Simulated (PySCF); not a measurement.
Energy of Ru(2+) (ruthenium, charge +2) between two integer charges

The 4d beta orbital of [Kr] 4d6 is emptied in steps (occupation f), with all orbitals relaxed, ending at [Kr] 4d5. Computed with PySCF 2.14 in aug-cc-pVTZ-PP with ECP28MDF, with scalar relativity through the core potential. The exact energy is a straight line in f; departures are measured from the line between the end points of the same method.

```
  f  PBE0 (eV)  r2SCAN (eV)  LC-wPBE (eV)
  1      0.000        0.000         0.000
0.8     -0.666       -0.867        -0.200
0.6     -1.001       -1.294        -0.301
0.4     -1.002       -1.283        -0.302
0.2     -0.668       -0.845        -0.202
  0      0.000        0.000         0.000
```

| method | E(f=0) − E(f=1) (eV) | −ε at f=1 (eV) | −ε at f=0.4 (eV) |
| --- | --- | --- | --- |
| PBE0 | 28.301 | 24.150 | 29.132 |
| r2SCAN | 27.912 | 22.479 | 29.042 |
| LC-wPBE | 28.326 | 27.084 | 28.574 |

Orbital energy along the path (eV):

```tsv
f	PBE0	r2SCAN	LC-wPBE
1	-24.150	-22.479	-27.084
0.8	-25.795	-24.678	-27.570
0.6	-27.458	-26.876	-28.069
0.4	-29.132	-29.042	-28.574
0.2	-30.808	-31.148	-29.081
0	-32.463	-33.057	-29.584
```

Reference removal energy between the ground levels: 28.47 eV (semi-empirical (NIST evaluation); NIST Atomic Spectra Database, ionization energies). The calculation has no spin-orbit coupling. The determinant left behind need not be the lowest term of the ion.
